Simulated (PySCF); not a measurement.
BeIn⁺: one state, many levels of theory

State: ¹Σ⁺ (singlet), closed shell. Set-up: basis Be cc-pVDZ, In cc-pVDZ-PP with ECP28; scalar-relativistic core potentials; PySCF 2.14. De refers to Be + In⁺ in their ground configurations, without counterpoise correction. A positive dipole points towards In; it is taken about the centre of mass and depends on that origin.

```csv
Level,Re (Å),ωe (cm⁻¹),De (eV),μ (D),"CPU s a point (SCF and correlation, without the integrals)"
RHF-MP2,3.093,184,0.419,n/a,0.028
RHF-SCS-MP2,3.144,171,0.367,n/a,n/a
RHF-CCSD,3.134,165,0.315,n/a,n/a
RHF-CCSD(T),3.098,174,0.347,n/a,0.39
PBE,2.998,207,0.64,-3.87,0.3
PBEsol,2.945,222,0.73,-4.06,0.22
BLYP,3.077,185,0.54,-3.82,0.22
r²SCAN,2.966,217,0.64,-4.15,0.44
PBE0,3.007,207,0.58,-3.85,0.54
B97-3,3.082,190,0.494,-3.61,0.22
CAM-B3LYP,3.064,192,0.482,-3.77,0.43
```

**Question.** Which functional lies closest to RHF-CCSD(T) in De, which farthest, and by how much do they differ from it?

**Answer.** Closest is CAM-B3LYP (-3.4 pm in Re, +10.3 % in ωe, +0.14 eV in De against RHF-CCSD(T) in the same basis), farthest PBEsol (-15.3 pm in Re, +27.6 % in ωe, +0.38 eV in De). CCSD(T) converges more slowly with the basis than the functionals do and binds too weakly in this one, so the order can change at the basis-set limit.

**Question.** What does a quarter of exact exchange do here, going from PBE to PBE0?

**Answer.** PBE0 less PBE: +0.9 pm in Re, +0.0 % in ωe, -0.06 eV in De. Exact exchange removes part of the self-interaction that spreads semilocal densities, and in most molecules shortens and stiffens the bond and lowers De; here Re goes the other way.

**Question.** What does the step from GGA to meta-GGA do here, going from PBE to r²SCAN?

**Answer.** r²SCAN less PBE: -3.2 pm in Re, +4.8 % in ωe, +0.00 eV in De. 

Correlated steps freeze 4 core orbitals. Closed-shell solutions of metal pairs were not tested for spin polarisation, which can lower them a little. Correlated levels converge slowly with the basis: in double zeta they bind strong bonds too weakly, by up to about 1 eV, and carry superposition errors of some tenths. Spin–orbit coupling is left out. For an ion De counts to the pair picked by the measured ionisation energies or electron affinities, which need not be the lowest pair at this level.

The whole job (state search and all levels along the bond) took about 0.8 min on 1 thread of Arm Neoverse V2 (shared host), peak memory 0.45 GiB.
